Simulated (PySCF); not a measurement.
Te(Cl)4, Cl₄Te, SMILES Cl[Te](Cl)(Cl)Cl at its PBE0/def2-SVP optimised geometry (Å):

```
5

Te    -1.1712    -0.0003     0.0000
Cl     1.1712    -0.0003     0.0000
Cl    -1.1549    -2.4470     0.0427
Cl    -1.6098     0.0189     2.3008
Cl    -1.1544     2.4470     0.0000
```

Computed with PBE0/def2-TZVP, def2 effective core potentials past Kr in PySCF. The core electrons that the potentials of Te replace are not part of the density. Cells within 0.4 Å of a nucleus heavier than hydrogen are left out (blank, or x).

Map of the log10 of the electron density (e/bohr³), floored at −4 on the plane z = 0.0 Å:

```
|00000001112211100000000000000|
|00000012233332210000000000000|
|00000123344443321000000000000|
|00001234555554432100000000000|
|00001345667765432100000000000|
|00012345677776543200000000000|
|0001234678xx77543210000000000|
|0001234677xx77543211100000000|
|00012345677776543322210000000|
|00012345667766544443321000000|
|00012344566665445555432100000|
|00012345566665556666543210000|
|00012345678876667777654210000|
|0001235679xx86677xx7654310000|
|0001245679xx97677xx8754310000|
|0001235679xx86677xx7654310000|
|00012345678876667777654210000|
|00012345566665556666543210000|
|00012344566665445555432100000|
|00012345667766544443321000000|
|00012345677776543322210000000|
|0001234677xx77543211100000000|
|0001234678xx77543210000000000|
|00012345677776543200000000000|
|00001345667765432100000000000|
|00001234555554432100000000000|
|00000123344443321000000000000|
|00000012233332210000000000000|
|00000001112211100000000000000|
```
Scale: ten equal steps from -4.00 (start of '0') to 0.461 (end of '9'), in the order '0123456789'; x runs from -4.50 to 4.50, y from -4.50 (bottom) to 4.50 (top).
